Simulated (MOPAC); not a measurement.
MOPAC input (PM7):

```
PM7 1SCF CHARGE=1 GEO-OK AUX(PRECISION=9) THREADS=1
CF2I

C    -1.34796582 1    0.03981920 1   -0.06100352 1
F    -1.91407761 1   -0.32410772 1    1.07668877 1
F    -1.82888146 1   -0.69571646 1   -1.04841252 1
I     0.78819673 1    0.16866986 1    0.00210443 1
```

From the last part of the output:

```
                                                       MOPAC v23.2.5 Linux

          FINAL HEAT OF FORMATION =        162.14347 KCAL/MOL =     678.40829 KJ/MOL

          COSMO AREA              =        104.80 SQUARE ANGSTROMS
          COSMO VOLUME            =         90.65 CUBIC ANGSTROMS

          IONIZATION POTENTIAL    =         14.953816 EV
          HOMO LUMO ENERGIES (EV) =        -14.954 -8.645
          NO. OF FILLED LEVELS    =         12
          MOLECULAR WEIGHT        =        176.9123         POINT GROUP:  Cs

          MOLECULAR DIMENSIONS (Angstroms)

            Atom       Atom       Distance
            I     4    F     2     2.94955
            F     3    I     4     2.00923
            F     3    C     1     0.40968

          SCF CALCULATIONS        =          1

   ATOM   CHEMICAL          X               Y               Z
  NUMBER   SYMBOL      (ANGSTROMS)     (ANGSTROMS)     (ANGSTROMS)

     1       C         -1.34796582  *   0.03981920  *  -0.06100352  *
     2       F         -1.91407761  *  -0.32410772  *   1.07668877  *
     3       F         -1.82888146  *  -0.69571646  *  -1.04841252  *
     4       I          0.78819673  *   0.16866986  *   0.00210443  *

                             CARTESIAN COORDINATES

   1    C       -1.347965820     0.039819200    -0.061003520
   2    F       -1.914077610    -0.324107720     1.076688770
   3    F       -1.828881460    -0.695716460    -1.048412520
   4    I        0.788196730     0.168669860     0.002104430

           Empirical Formula: C F2 I  =     4 atoms

      MOLECULAR POINT GROUP   :   Cs

                  EIGENVALUES
 -48.13633 -47.97557 -31.52966 -27.66768 -24.20664 -23.42221 -23.35225 -22.08635
 -21.75247 -18.87068 -15.15062 -14.95382  -8.64543  -6.01666  -3.32465  -3.31173
 108.09142 108.23256 108.24063 108.66714 108.68280

              NET ATOMIC CHARGES AND DIPOLE CONTRIBUTIONS

  ATOM NO.   TYPE          CHARGE      No. of ELECS.   s-Pop       p-Pop       d-Pop
    1          C           0.404201        3.5958     1.44925     2.14655
    2          F          -0.089447        7.0894     1.96847     5.12097
    3          F          -0.089447        7.0894     1.96847     5.12097
    4          I           0.774692        6.2253     1.95128     4.26698     0.00705
 DIPOLE           X         Y         Z       TOTAL
 POINT-CHG.     1.578     1.075    -0.125     1.914
 HYBRID        -1.192    -0.515     0.042     1.299
 SUM            0.387     0.560    -0.082     0.685

          ATOMIC ORBITAL ELECTRON POPULATIONS

     Atom    s        px        py        pz      x^2-y^2     xz        z^2       yz        xy
    1  C   1.44925   0.76593   0.65029   0.73033
    2  F   1.96847   1.84179   1.85795   1.42123
    3  F   1.96847   1.87567   1.67788   1.56742
    4  I   1.95128   0.68844   1.61332   1.96521   0.00378   0.00098   0.00126   0.00003   0.00099

 **********************
 *                    *
 * JOB ENDED NORMALLY *
 *                    *
 **********************

 == MOPAC DONE ==
```

The dipole moment of an ion depends on the origin.
